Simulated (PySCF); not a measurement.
## Dipole moment and polarisability of `[CH3][Ge@@H]1[CH2]C[C@@H](C(F)(F)F)[CH2]1`

C₆H₁₁F₃Ge.
Geometry (PBE0-D3(BJ)/def2-SVP, Å), atoms numbered from 1 in this order:
```xyz
21
C6H11F3Ge angstrom
C      2.7329    1.0505   -0.0051
Ge     1.3782   -0.2131    0.6048
C      0.5433   -1.2265   -0.8704
C     -0.9589   -1.0222   -0.6530
C     -1.2081    0.3983   -0.1239
C     -2.6714    0.6486    0.1584
F     -2.8832    1.8919    0.6048
F     -3.1524   -0.1923    1.0836
F     -3.4180    0.4917   -0.9425
C     -0.3246    0.6513    1.1020
H      3.1061    1.6602    0.8307
H      2.3080    1.7230   -0.7652
H      3.5866    0.5194   -0.4511
H      1.9371   -1.1049    1.7328
H      0.8660   -0.7881   -1.8290
H      0.8195   -2.2900   -0.8900
H     -1.3304   -1.7368    0.1012
H     -1.5412   -1.2005   -1.5706
H     -0.9448    1.1184   -0.9193
H     -0.2373    1.7197    1.3425
H     -0.7496    0.1423    1.9818
```

Level: B3LYP/def2-SVPD (PySCF), static field, nuclei fixed, core orbitals frozen in the response. The polarisability tensor in these axes (au):

```
x   116.80   1.42   2.82
y     1.42  95.24   2.78
z     2.82   2.78  93.13
```

Question: What are the eigenvalues, a third of the trace, and Δα (Δα² = ½Σ(αi − αj)² over the three pairs)?

Answer: Principal values 91.12, 96.78 and 117.27 au; mean 101.72 au = 15.07 Å³ = 16.77 × 10⁻⁴⁰ C²·m²/J; Δα = 23.83 au (23 % of the mean).

Question: What is the dipole moment, and where does it point?

Answer: (2.68, -0.31, -0.65) D, 2.77 D in size, pointing from the negative to the positive side. Measured along this direction, the outermost atoms are F8 at the negative end and H13 at the positive end.

Question: In a dilute gas of rigid molecules at 500 K, how does the orientational term μ²/3kT compare with the electronic polarisability?

Answer: In Gaussian units μ²/3kT = 37.16 Å³ against 15.07 Å³, a ratio of 2.47; the Debye molar polarisation (4π/3)N_A(α + μ²/3kT) is 131.8 cm³/mol, leaving out the vibrational part.

Question: What depolarisation ratio follows for Rayleigh scattering of linearly polarised light, taking the static tensor?

Answer: ρ = 3Δα²/(45ᾱ² + 4Δα²) = 1703.1/(465632 + 2270.9) = 0.00364.

Question: Molar refractivity from α?

Answer: Lorentz–Lorenz: R = (4π/3)N_A α = 2.5225 cm³/(mol·Å³) × 15.07 Å³ = 38.0 cm³/mol, in the limit of long wavelengths.

Question: What would n − 1 = 2πNα be for an ideal gas of these molecules at 400 K and 1 atm, electronic part alone?

Answer: N = p/kT = 1.8347 × 10¹⁹ cm⁻³, so n − 1 = 2π × N × 15.07 × 10⁻²⁴ cm³ = 1738 × 10⁻⁶ at long wavelengths.

Question: Give the eigenvalues of the traceless quadrupole moment Θ = ½Σq(3rr − r²1), origin at the centre of nuclear charge.

Answer: -8.27, 3.57, 4.70 D·Å. The values depend on the origin, since the dipole doesn't vanish. The electronic extent ⟨r²⟩ about the same centre is 2305 bohr², a root-mean-square distance of 2.47 Å for the 106 electrons.

Geometry: PBE0-D3(BJ)/def2-SVP, one conformer, isolated molecule. The calculation is non-relativistic, for germanium too.

The run behind these numbers computed excited states and ΔSCF ions as well. The run took 12 min wall on one thread of an Arm Neoverse V1, no GPU (shared host), and the process peaked at 1.4 GiB of memory.
